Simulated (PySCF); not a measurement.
Ligands exchanged one at a time, Sn OCH3-SiH3. Gas-phase values, no solvent. One relaxed conformer stands for each flexible species; it need not be the lowest. Strings in code marks are SMILES.

The S1–T1 gap (TDA) from two functionals at the same geometries (PBE0-D4/def2-SVP), both in PySCF: PBE-D3(BJ)/def2-TZVP and PBE0-D4/def2-TZVP. Excitations are Tamm–Dancoff values on a coarser integration grid. The basis has no diffuse functions, so Rydberg states are missing or too high.

```json
[
 {"species": "1 of 4 OCH3 replaced by SiH3 (`C[O][Sn]([SiH3])([O]C)[O]C`)", "PBE0-D4/def2-TZVP (eV)": "0.43"},
 {"species": "2 of 4 OCH3 replaced by SiH3 (`C[O][Sn]([SiH3])([SiH3])[O]C` (C–O–Sn–Si torsion 45°, Si–Sn–O–C torsion -179°))", "PBE0-D4/def2-TZVP (eV)": "0.44"},
 {"species": "3 of 4 OCH3 replaced by SiH3 (`[SiH3][Sn]([SiH3])([O]C)[SiH3]` (C–O–Sn–Si torsion 61°))", "PBE0-D4/def2-TZVP (eV)": "0.41"}
]
```

Question: What does PBE-D3(BJ)/def2-TZVP give for each?

Answer: 
- 1 of 4 OCH3 replaced by SiH3 (`C[O][Sn]([SiH3])([O]C)[O]C`): 0.24
- 2 of 4 OCH3 replaced by SiH3 (`C[O][Sn]([SiH3])([SiH3])[O]C` (C–O–Sn–Si torsion 45°, Si–Sn–O–C torsion -179°)): 0.09
- 3 of 4 OCH3 replaced by SiH3 (`[SiH3][Sn]([SiH3])([O]C)[SiH3]` (C–O–Sn–Si torsion 61°)): 0.28
Over these rows, drawn at random from the members with no instability flagged (it was tested for open shells, ions and some series alone), PBE minus PBE0-D4: mean -0.22 eV, from -0.35 eV to -0.13 eV.
